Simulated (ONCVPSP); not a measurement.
## An all-electron radial function and its pseudo partner (titanium (Ti))

Columns: radius, all-electron u(r) and pseudo u(r) of the 3d shell (level -4.46 eV) of titanium in the configuration [Ne] 3s2 3p6 3d2 4s2; LDA (Perdew-Wang 92), scalar-relativistic, ONCV scheme, ONCVPSP 4.0.1.

```tsv
r (bohr)	all-electron	pseudo
0.078	0.0173	0.0024
0.155	0.0845	0.0182
0.232	0.1866	0.0589
0.310	0.3022	0.1323
0.388	0.4139	0.2365
0.465	0.5113	0.3598
0.542	0.5922	0.4891
0.620	0.6565	0.6120
0.698	0.7040	0.7159
0.775	0.7360	0.7928
0.852	0.7556	0.8383
0.930	0.7649	0.8491
1.008	0.7657	0.8284
1.085	0.7601	0.7912
1.162	0.7494	0.7566
1.240	0.7349	0.7351
1.318	0.7175	0.7176
1.395	0.6983	0.6984
1.472	0.6778	0.6779
1.550	0.6562	0.6562
1.628	0.6341	0.6341
1.705	0.6120	0.6120
1.782	0.5901	0.5900
1.860	0.5681	0.5680
1.938	0.5464	0.5464
2.015	0.5255	0.5255
```

Q: How many radial nodes do the two functions have?

A: The all-electron 3d function has n − l − 1 = 0; the pseudo-wave has 0.

Q: At about which radius was the pseudo-wave matched?

A: 1.25 bohr, where the columns begin to agree (steps of 0.08 bohr).

Q: Where does each function peak?

A: Outermost all-electron maximum near 1.01 bohr, pseudo maximum near 0.93 bohr (to the table’s step).

Q: Is the pseudo-wave norm-conserving?

A: Yes: the ONCV scheme keeps the norm inside the radius equal to the all-electron one, which fixes the energy derivative of the logarithmic derivative at the level.
